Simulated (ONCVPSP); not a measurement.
What one change does to a pseudopotential (lead (Pb), ONCV)

```
Element                 : Pb (Z = 82)
Generator               : ONCVPSP 4.0.1
Type                    : optimised norm-conserving Vanderbilt (ONCV)
Functional              : PBE
Relativity              : scalar-relativistic
Frozen core             : [Kr] 4d10 4f14
Valence charge          : 22
Reference configuration : 5s2 5p6 5d10 6s2 6p1 (charge +1)
Partial waves           : 5s+6s: rc 1.40 bohr, ncon 3, nbas 8, qcut 6.8 1/bohr, 2 projectors; 5p+6p: rc 1.25 bohr, ncon 4, nbas 7, qcut 10.1 1/bohr, 3 projectors, debl 2.3 Ha; 5d: rc 1.60 bohr, ncon 4, nbas 9, qcut 11.7 1/bohr, 2 projectors, debl 3.6 Ha
Local potential         : polynomial inside 0.80 bohr (lpopt 5, dvloc0 0 Ha)
Core correction         : polynomial model core, fcfact 0.6
```

Change: d: rc 1.32.

Cutoffs: the cutoffs (Ha) at which the residual kinetic energy of the hardest occupied pseudo-wave falls to 1 and 0.1 mHa per electron; they do not see the model core or the augmentation charge, which bear on the density cutoff. Errors are all-electron minus pseudo energies relative to the spin-unpolarised reference configuration.

How do hardness, ghosts and transferability respond?

The potential gets neither clearly harder nor softer (41 Ha and 52 Ha → 41 Ha and 52 Ha); both files keep a bound ghost (s); of the 4 tests that both files solve, the error grows in 0 and shrinks in 1 by more than 15 % and 0.3 meV (median size 6.4 → 5.5 meV).

| quantity | base | changed |
| --- | --- | --- |
| cutoff, loose | 41 Ha | 41 Ha |
| cutoff, tight | 52 Ha | 52 Ha |
| loose cutoff by channel | s 21 Ha, p 41 Ha, d 26 Ha | s 21 Ha, p 41 Ha, d 33 Ha |
| bound ghosts | s | s |
| GHOST(+) flags under 300 eV | none | none |
| error for 5s2 5p6 5d10 6s2 6p2, meV [ΔE -6.58 eV] | +2.7 | +2.7 |
| error for 5s2 5p6 5d10 6s2 6p0, meV [ΔE 13.44 eV] | -6.0 | -6.1 |
| error for 5s2 5p6 5d10 6s1 6p0, meV [ΔE 45.86 eV] | -22 | -22 |
| error for 5s2 5p6 5d9 6s2 6p3, meV [ΔE 12.75 eV] | -6.7 | -4.9 |
| s: phases at 1.42 bohr within 0.05 rad from the reference energy up to (Ha; the scan ends near 5) | to the end of the scan | to the end of the scan |
| p: phases at 1.27 bohr within 0.05 rad from the reference energy up to (Ha; the scan ends near 5) | to the end of the scan | to the end of the scan |
| rms error of d²Exc/dni dnj with the model core, mHa | 2.07 | 2.09 |

 A true bound ghost makes a file unfit for plane-wave use even where its test errors are small: the radial tests pick states by their node count and pass the ghost by.
